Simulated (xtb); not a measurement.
C4H3S (SMILES [c-]1ccsc1), charge -1, singlet, geometry from GFN2-xTB; GFN0-xTB in xtb 6.7.1.

xtb was given this input:
```
$ xtb mol.xyz --gfn 0 --chrg -1 --json

# file mol.xyz
8

S     -0.00537468    -0.04815724     1.21841919
C      0.01986202     1.30772605    -0.16320033
C     -0.01696070    -1.17565525    -0.08708173
C      0.01720962     0.81295480    -1.37105401
C     -0.00405720    -0.62093181    -1.32562868
H      0.03299419     2.30566269     0.24093354
H     -0.03341327    -2.22952851     0.16092592
H     -0.00990838    -1.25018105    -2.21477794
```

### Question
Write the output that xtb gives for this input, abridged.

### Answer

```
   ID    Z sym.   atoms
    1   16 S      1
    2    6 C      2-5
    3    1 H      6-8

           -------------------------------------------------
          |                Calculation Setup                |
           -------------------------------------------------

           -------------------------------------------------
          |                 G F N 0 - x T B                 |
           -------------------------------------------------

          ...................................................
          :                      SETUP                      :
          :.................................................:
          :  # basis functions                  32          :
          :  # atomic orbitals                  31          :
          :  # shells                           17          :
          :  # electrons                        26          :
          :  electronic temp.          300.0000000     K    :
          :  accuracy                    1.0000000          :
          :  -> integral cutoff          0.2500000E+02      :
          :  -> integral neglect         0.1000000E-07      :
          ...................................................

         :::::::::::::::::::::::::::::::::::::::::::::::::::::
         ::                     SUMMARY                     ::
         :::::::::::::::::::::::::::::::::::::::::::::::::::::
         :: total energy             -14.723587111029 Eh    ::
         :: gradient norm              0.084900369723 Eh/a0 ::
         :: HOMO-LUMO gap              3.246678401178 eV    ::
         ::.................................................::
         :: H0 energy                -13.789462818058 Eh    ::
         :: repulsion energy           0.194927614311 Eh    ::
         :: electrostat energy        -1.126301558967 Eh    ::
         :: -> Gsolv                   0.000000000000 Eh    ::
         ::    -> Gsasa                0.000000000000 Eh    ::
         ::    -> Gshift               0.000000000000 Eh    ::
         :: dispersion energy         -0.002750348315 Eh    ::
         :: short-range corr.          0.000000000000 Eh    ::
         :: add. restraining           0.000000000000 Eh    ::
         :: total charge              -1.000000000000 e     ::
         :::::::::::::::::::::::::::::::::::::::::::::::::::::

           -------------------------------------------------
          |                Property Printout                |
[...]
      -------------------------------------------------------------
                  HL-Gap            0.1193132 Eh            3.2467 eV
             Fermi-level            0.0000000 Eh            0.0000 eV

     #   Z          covCN         q      C6AA      α(0)
     1  16 S        2.100    -0.188   146.362    20.398
     2   6 C        2.949    -0.095    32.014     9.251
     3   6 C        2.910    -0.228    35.923     9.797
     4   6 C        2.033    -0.340    42.407    10.505
     5   6 C        3.103    -0.019    29.847     8.926
     6   1 H        0.926    -0.047     4.013     3.133
     7   1 H        0.925    -0.024     3.508     2.929
     8   1 H        0.925    -0.060     4.349     3.261

 Mol. C6AA /au·bohr⁶  :       1736.070138
 Mol. C8AA /au·bohr⁸  :      53986.855549
 Mol. α(0) /au        :         68.199272

Wiberg/Mayer (AO) data.
largest (>0.10) Wiberg bond orders for each atom

 ---------------------------------------------------------------------------
     #   Z sym  total        # sym  WBO       # sym  WBO       # sym  WBO
 ---------------------------------------------------------------------------
     1  16 S    2.546 --     3 C    1.247     2 C    0.969     4 C    0.182
                             5 C    0.132
     2   6 C    3.944 --     4 C    1.856     1 S    0.969     6 H    0.969
                             3 C    0.105
     3   6 C    3.967 --     5 C    1.631     1 S    1.247     7 H    0.966
                             2 C    0.105
     4   6 C    3.279 --     2 C    1.856     5 C    1.202     1 S    0.182
     5   6 C    3.964 --     3 C    1.631     4 C    1.202     8 H    0.966
                             1 S    0.132
     6   1 H    0.996 --     2 C    0.969
     7   1 H    0.980 --     3 C    0.966
     8   1 H    0.993 --     5 C    0.966
 ---------------------------------------------------------------------------

Topologies differ in total number of bonds
Writing topology from bond orders to xtbtopo.mol

 dipole moment from electron density (au)
     X       Y       Z
  -0.0326  -1.5979   2.3653  total (Debye):    7.256

           -------------------------------------------------
          | TOTAL ENERGY              -14.723587111029 Eh   |
          | GRADIENT NORM               0.084900369723 Eh/α |
          | HOMO-LUMO GAP               3.246678401178 eV   |
           -------------------------------------------------

normal termination of xtb
```
